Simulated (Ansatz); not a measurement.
Job for Ansatz (an electronic-structure program): U-CCSD(T)/cc-pVDZ on BN (SMILES B#N), 2S+1 = 3, a point of a bond scan (R = 1.318 Å).

Ansatz 0.2 input:
```yaml
crystal:
  periodic: [false, false, false]
  atoms:
    - {symbol: B, position_ang: [-0.00000000, -0.00000000, -0.76882027]}
    - {symbol: N, position_ang: [0.00000000, 0.00000000, 0.54915733]}
basis:
  gaussian:
    orbitals: cc-pVDZ
magnetization: {spin_polarized: true, initial_magnetization: 2}
correlation: {method: ccsd_t, electrons: all}
scf: {omitted_lower_state_checks: [cluster_reference]}
```

What total energy does the run end on?

-79.2077 hartree (reference determinant -78.9969, T1 diagnostic 0.037).
